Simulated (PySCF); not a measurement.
A structure optimised at B3LYP-D3(BJ)/def2-SVP, used in a PySCF frequency run:

```xyz
9

Mo    -0.1560     0.1198    -0.0089
S      0.8651    -0.4870    -1.7629
S      1.0832    -0.0721     1.6952
O     -0.9992     1.7753    -0.1826
H     -0.9984     2.4832     0.4788
C     -1.6483    -1.3387     0.2567
H     -1.2159    -2.3469     0.3326
H     -2.3202    -1.2905    -0.6160
H     -2.2012    -1.1032     1.1808
```
Charge 0, spin multiplicity 1.

Question: Write its SMILES and formula.

Answer: [CH3][Mo]([OH])(=[S])=[S], CH4MoOS2

Question: What are its rotational constants (standard atomic weights)?

Answer: 2.3103, 1.7708, 1.5400 GHz
